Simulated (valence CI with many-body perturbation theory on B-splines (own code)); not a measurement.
## Forbidden lines of Sm22+

Level of theory: relativistic CI+MBPT: four valence electrons over a frozen Dirac-Fock core [Kr], radial functions for each j: 7 s, 7 p, 8 d, 6 f, 4 g, 1 h, with the one-electron correlation potential Σ1 (screened to all orders), the two-electron term Σ2, the three-electron term Σ3, Breit, model QED; selected single and double excitations, second order for the rest, scaled by the run's own slope (own B-spline code, finite nucleus).

No measured levels were compared; by estimate terms of the open shell hold to 2 to 4 % of their energy, and close levels can change places. The list stops below the first excitations out of the core.

Lines 51 to 100 of 120 in falling wavelength, among levels below 710450 cm⁻¹, chosen from the decays that carry over 1 % of a level's rate. Wavelengths and rates use the calculated energies, so an error of 2000 cm⁻¹ moves a line at 1786 Å by 3.6 % and its rate by three times that or more. S is in atomic units (e²a₀⁴ for E2 and M2, e²a₀⁶ for E3), for M1 in squared Bohr magnetons. Weak lines are less certain than strong ones. Lines between different terms over intervals too small for the method are left out, as are lines whose strength nearly cancels. The highest levels of a list are the least certain.

Levels are named by their leading jj configuration (3d3/2^4 stands for four electrons in 3d with j = 3/2), which in mixed levels can hold well under half, so a name can repeat and another be missing. Letters in brackets count levels of one name in rising energy.

| λ vac (Å) | Upper | Lower | Type | A (s⁻¹) | S (a.u.) |
| --- | --- | --- | --- | --- | --- |
| 1794 | (4d3/2^2 4d5/2^2) J=0 [a] | (4d3/2^3 4d5/2) J=1 | M1 | 6.24e+03 | 1.34e+00 |
| 1786 | (4d5/2^4) J=4 | (4d3/2 4d5/2^3) J=5 | M1 | 2.83e+02 | 5.39e-01 |
| 1699 | (4d3/2 4d5/2^3) J=6 | (4d3/2^2 4d5/2^2) J=5 | M1 | 1.31e+03 | 3.09e+00 |
| 1653 | (4d3/2 4d5/2^3) J=3 [b] | (4d3/2^2 4d5/2^2) J=3 [b] | M1 | 1.25e+03 | 1.47e+00 |
| 1646 | (4d3/2^2 4d5/2^2) J=1 | (4d3/2^3 4d5/2) J=2 | M1 | 2.96e+03 | 1.47e+00 |
| 1633 | (4d3/2 4d5/2^3) J=3 [b] | (4d3/2^2 4d5/2^2) J=2 [b] | M1 | 6.81e+02 | 7.70e-01 |
| 1626 | (4d3/2 4d5/2^3) J=2 | (4d3/2^2 4d5/2^2) J=3 [b] | M1 | 7.64e+02 | 6.09e-01 |
| 1615 | (4d3/2^2 4d5/2^2) J=4 [c] | (4d3/2^2 4d5/2^2) J=5 | M1 | 1.19e+02 | 1.68e-01 |
| 1607 | (4d3/2 4d5/2^3) J=2 | (4d3/2^2 4d5/2^2) J=2 [b] | M1 | 3.55e+02 | 2.73e-01 |
| 1606 | (4d3/2^2 4d5/2^2) J=4 [b] | (4d3/2^3 4d5/2) J=3 | M1 | 1.93e+02 | 2.66e-01 |
| 1601 | (4d3/2 4d5/2^3) J=3 [c] | (4d3/2 4d5/2^3) J=3 [a] | M1 | 3.48e+01 | 3.70e-02 |
| 1585 | (4d3/2^2 4d5/2^2) J=4 [b] | (4d3/2^3 4d5/2) J=4 | M1 | 1.95e+01 | 2.59e-02 |
| 1571 | (4d3/2 4d5/2^3) J=1 [a] | (4d3/2^2 4d5/2^2) J=2 [a] | M1 | 2.07e+03 | 8.91e-01 |
| 1570 | (4d3/2 4d5/2^3) J=3 [b] | (4d3/2^2 4d5/2^2) J=4 [b] | M1 | 4.99e+02 | 5.01e-01 |
| 1560 | (4d3/2 4d5/2^3) J=3 [c] | (4d3/2^2 4d5/2^2) J=2 [c] | M1 | 6.86e+02 | 6.76e-01 |
| 1552 | (4d3/2^2 4d5/2^2) J=2 [d] | (4d3/2^2 4d5/2^2) J=1 | M1 | 1.53e+02 | 1.06e-01 |
| 1545 | (4d3/2^2 4d5/2^2) J=2 [b] | (4d3/2^3 4d5/2) J=3 | M1 | 1.54e+01 | 1.05e-02 |
| 1533 | (4d3/2 4d5/2^3) J=1 [b] | (4d3/2^2 4d5/2^2) J=2 [c] | M1 | 1.02e+03 | 4.10e-01 |
| 1527 | (4d5/2^4) J=4 | (4d3/2 4d5/2^3) J=3 [a] | M1 | 1.16e+03 | 1.38e+00 |
| 1527 | (4d3/2^2 4d5/2^2) J=3 [b] | (4d3/2^3 4d5/2) J=3 | M1 | 9.51e+01 | 8.79e-02 |
| 1508 | (4d3/2^2 4d5/2^2) J=3 [b] | (4d3/2^3 4d5/2) J=4 | M1 | 1.33e+03 | 1.18e+00 |
| 1464 | (4d3/2^2 4d5/2^2) J=2 [a] | (4d3/2^3 4d5/2) J=1 | M1 | 2.27e+03 | 1.32e+00 |
| 1456 | (4d5/2^4) J=2 [a] | (4d3/2 4d5/2^3) J=3 [a] | M1 | 1.14e+03 | 6.53e-01 |
| 1429 | (4d3/2 4d5/2^3) J=0 | (4d3/2^2 4d5/2^2) J=1 | M1 | 4.26e+03 | 4.61e-01 |
| 1422 | (4d5/2^4) J=2 [a] | (4d3/2^2 4d5/2^2) J=2 [c] | M1 | 1.03e+03 | 5.49e-01 |
| 1419 | (4d3/2^2 4d5/2^2) J=4 [c] | (4d3/2^2 4d5/2^2) J=3 [a] | M1 | 8.00e+02 | 7.62e-01 |
| 1417 | (4d3/2 4d5/2^3) J=5 | (4d3/2^2 4d5/2^2) J=4 [a] | M1 | 2.94e+02 | 3.41e-01 |
| 1360 | (4d3/2 4d5/2^3) J=3 [c] | (4d3/2 4d5/2^3) J=4 [a] | M1 | 4.88e+02 | 3.18e-01 |
| 1334 | (4d3/2^2 4d5/2^2) J=2 [b] | (4d3/2^3 4d5/2) J=2 | M1 | 1.48e+02 | 6.51e-02 |
| 1321 | (4d3/2^2 4d5/2^2) J=3 [b] | (4d3/2^3 4d5/2) J=2 | M1 | 9.57e+01 | 5.72e-02 |
| 1315 | (4d3/2^2 4d5/2^2) J=2 [d] | (4d3/2^2 4d5/2^2) J=2 [a] | M1 | 4.66e+01 | 1.96e-02 |
| 1312 | (4d3/2 4d5/2^3) J=1 [a] | (4d3/2^2 4d5/2^2) J=0 [a] | M1 | 2.85e+03 | 7.17e-01 |
| 1308 | (4d3/2 4d5/2^3) J=2 | (4d3/2^2 4d5/2^2) J=1 | M1 | 9.95e+02 | 4.13e-01 |
| 1307 | (4d5/2^4) J=4 | (4d3/2 4d5/2^3) J=4 [a] | M1 | 4.03e+03 | 3.00e+00 |
| 1298 | (4d3/2^2 4d5/2^2) J=2 [d] | (4d3/2^2 4d5/2^2) J=3 [a] | M1 | 1.74e+02 | 7.05e-02 |
| 1284 | (4d3/2^2 4d5/2^2) J=4 [c] | (4d3/2^2 4d5/2^2) J=4 [a] | M1 | 1.02e+03 | 7.19e-01 |
| 1241 | (4d3/2 4d5/2^3) J=4 [a] | (4d3/2^3 4d5/2) J=3 | M1 | 7.74e+02 | 4.94e-01 |
| 1228 | (4d3/2 4d5/2^3) J=4 [a] | (4d3/2^3 4d5/2) J=4 | M1 | 5.28e+01 | 3.27e-02 |
| 1149 | (4d3/2 4d5/2^3) J=3 [b] | (4d3/2^2 4d5/2^2) J=2 [a] | M1 | 6.15e+01 | 2.42e-02 |
| 1136 | (4d3/2 4d5/2^3) J=3 [b] | (4d3/2^2 4d5/2^2) J=3 [a] | M1 | 5.27e+02 | 2.01e-01 |
| 1123 | (4d3/2 4d5/2^3) J=2 | (4d3/2^2 4d5/2^2) J=3 [a] | M1 | 1.57e+03 | 4.11e-01 |
| 1111 | (4d3/2^2 4d5/2^2) J=2 [c] | (4d3/2^3 4d5/2) J=3 | M1 | 3.82e+03 | 9.70e-01 |
| 1105 | (4d3/2 4d5/2^3) J=1 [b] | (4d3/2^2 4d5/2^2) J=2 [b] | M1 | 1.42e+02 | 2.13e-02 |
| 1091 | (4d5/2^4) J=4 | (4d3/2^2 4d5/2^2) J=3 [b] | M1 | 4.65e+02 | 2.02e-01 |
| 1091 | (4d3/2 4d5/2^3) J=3 [a] | (4d3/2^3 4d5/2) J=3 | M1 | 4.07e+02 | 1.37e-01 |
| 1089 | (4d3/2 4d5/2^3) J=3 [c] | (4d3/2^2 4d5/2^2) J=4 [b] | M1 | 9.39e+01 | 3.14e-02 |
| 1062 | (4d3/2^2 4d5/2^2) J=2 [b] | (4d3/2^3 4d5/2) J=1 | M1 | 2.45e+02 | 5.45e-02 |
| 1054 | (4d5/2^4) J=4 | (4d3/2^2 4d5/2^2) J=4 [b] | M1 | 1.00e+02 | 3.91e-02 |
| 1048 | (4d3/2 4d5/2^3) J=3 [b] | (4d3/2^2 4d5/2^2) J=4 [a] | M1 | 6.44e+02 | 1.92e-01 |
| 997.8 | (4d3/2^2 4d5/2^2) J=2 [c] | (4d3/2^3 4d5/2) J=2 | M1 | 4.63e+02 | 8.53e-02 |
